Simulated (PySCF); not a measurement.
Simulated 1H ENDOR lines of a doublet radical (isotropic, first order, 3344.0 mT).

Class means under 0.5 MHz are left out. Line positions in MHz: 95.54, 122.80, 124.17, 137.75, 141.91, 142.85, 147.00, 160.59, 161.96, 189.22.

Problem. What is the proton Larmor frequency at this field?

Solution. νH = 5.58569 × 7.62259 MHz/T × 3.3440 T = 142.38 MHz.

Problem. Which couplings do the lines give?

Solution. For S = 1/2 in fast tumbling each set of equivalent nuclei gives two lines, ν± = |νn ± a/2| to first order, with νn = g_N μN B/h and μN/h = 7.62259 MHz/T. A pair with |a| < 2νn is centred on νn and split by |a|; one with |a| > 2νn is centred on |a|/2 and split by 2νn.

| lower line | upper line | centred on | \|a\| (MHz) |
| --- | --- | --- | --- |
| 95.54 | 189.22 | νn | 93.67 |
| 122.80 | 161.96 | νn | 39.17 |
| 124.17 | 160.59 | νn | 36.42 |
| 137.75 | 147.00 | νn | 9.25 |
| 141.91 | 142.85 | νn | 0.95 |

C6H5S (doublet state).
Structure used (GFN2-xTB), in Å, numbered top down from 1:
```xyz
12
C6H5S angstrom
C      2.7439   -0.6319   -0.1677
C      1.6111   -0.3587   -0.4419
C      0.2290   -0.0276   -0.7103
C     -0.2859    1.0326    0.2096
C     -1.3374    0.6439    0.9861
C     -1.7719   -0.6554    0.7827
S     -0.8692   -1.4961   -0.4227
H      3.7439   -0.8623    0.0499
H      0.1227    0.2397   -1.7699
H      0.1990    1.9902    0.2371
H     -1.8101    1.2882    1.7082
H     -2.5738   -1.1633    1.2776
```

Identity: `C#C[C@@H]1[CH]C=CS1` [radical].

Problem. This is the radical. Which protons give which coupling, and how does each split the EPR lines?

Solution. 93.7 MHz (computed sign +): H9, 2 bonds from C4, a 1:1 doublet of 3.339 mT; 39.2 MHz (computed sign −): H12, 1 bond from C6, a 1:1 doublet of 1.396 mT; 36.4 MHz (computed sign −): H10, 1 bond from C4, a 1:1 doublet of 1.298 mT; 9.3 MHz (computed sign +): H11, 2 bonds from C4, on C5 of spin population -0.21, a 1:1 doublet of 0.330 mT; 0.9 MHz (computed sign +): H8, 4 bonds from C4, a 1:1 doublet of 0.034 mT. To first order the positions of ENDOR lines don't depend on how many nuclei share a coupling. Main spin sites, with 60 % or more of the largest population: C4, C6; positions count bonds from the nearest.

Method used: UKS B3LYP, pcH-1 on C H S, non-relativistic, mean-field spin-orbit, GIAO (PySCF 2.14.0). Isolated species at its GFN2-xTB geometry, gas phase. Couplings are sensitive to structure, and on GFN2-xTB geometries they can be far from those on DFT ones. Stability of the SCF solution: not tested.

Largest spin populations (Mulliken): C6 (+0.55), C4 (+0.55), C5 (-0.21) and S7 (+0.14). The angles at C6 add up to 360.0°, so it is planar.

On one thread of an Arm Neoverse V1, shared host, this took 57 s (grids of density and orbitals included) and 0.91 GiB of memory at its peak.
